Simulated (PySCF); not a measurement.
Spinor energies of Br⁻ (bromine, charge -1)

Start: [Kr]. Calculated with PySCF 2.14 in x2c-TZVPPall-2c with one added diffuse shell each of s, p, d type (7s8p5d1f, 63 functions): generalised Hartree-Fock with the X2C-1e Hamiltonian and a Gaussian nucleus; spin-orbit coupling (SO) screened by Boettger's factors.

```csv
spinor shell,electrons,"ε, screened SO (eV)",weight of nominal j (screened SO),"rms radius, screened SO (bohr)"
1s1/2,2,-13547.9,1.000,0.0492
2s1/2,2,-1816.5,1.000,0.205
2p1/2,2,-1628.5,1.000,0.180
2p3/2,4,-1580.3,1.000,0.184
3s1/2,2,-268.20,1.000,0.588
3p1/2,2,-201.12,1.000,0.601
3p3/2,4,-193.80,1.000,0.611
3d3/2,4,-77.299,1.000,0.649
3d5/2,6,-76.163,1.000,0.653
4s1/2,2,-19.373,1.000,1.89
4p1/2,2,-4.125,1.000,2.47
4p3/2,4,-3.563,1.000,2.56
```

```json
{"quantity": "E (hartree)", "screened SO": "-2604.56919"}
{"quantity": "M_J", "screened SO": "0"}
{"quantity": "⟨J²⟩", "screened SO": "0.000"}
{"quantity": "⟨L²⟩", "screened SO": "0.006"}
{"quantity": "⟨S²⟩", "screened SO": "0.006"}
```
